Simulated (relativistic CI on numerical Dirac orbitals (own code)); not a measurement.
Kr XXX: sensitivity of the levels to the model

Base calculation: Dirac-Coulomb-Breit CI, KLI orbitals optimised for each configuration, QED by a radiative potential, unscaled Slater integrals.

Configurations in the expansion (outside the closed core 1s2): 2s²2p³, 2s2p⁴, 2p⁵, 2p⁴3s, 2p⁴3p, 2p⁴3d, 2s²2p²3s, 2s²2p²3p, 2s²2p²3d, 2s2p³3s, 2s2p³3p, 2s2p³3d, 2s²2p²4s, 2s²2p²4p, 2s²2p²4d, 2s²2p²4f. Levels of other configurations are missing.

The lowest level and the first level of each name with at least 55 % of one term (blank where a level has no safe partner in the second run):

```tsv
Level	Base (eV)	Shift (eV)
2s²2p³ ⁴S°3/2	0.00	0.00
2s²2p³ ²D°5/2	60.69	+0.10
2s²2p³ ²P°1/2	77.21	-0.27
2s²2p³ ²P°3/2	123.55	-0.10
2s2p⁴ ⁴P5/2	172.57	-0.16
2s2p⁴ ⁴P3/2	204.58	-0.05
2s2p⁴ ⁴P1/2	205.99	-0.18
2s2p⁴ ²D3/2	243.41	+0.16
2s2p⁴ ²D5/2	257.95	+0.18
2s2p⁴ ²P3/2	288.78	+0.45
2p⁵ ²P°3/2	429.34	+0.54
2p⁵ ²P°1/2	486.50	+0.55
2s²2p²3s ⁴P1/2	1881.16	
2s²2p²3s ⁴P3/2	1928.37
```

At this charge energies of transitions that change n are usually good to better than 1 %, and those within a shell (Δn = 0) to a few per cent.

Question: One thing was changed in a second run, which moved the levels as shown. Which?
A. QED terms removed
B. only the first 3 configurations
C. Breit term removed

Answer: B. Only the first 3 configurations. With fewer configurations the levels that remain lose their mixing partners.

LS names give the leading component of a level, which can be under half, so a name can repeat, a term be missing and a line seem to break the LS rules.
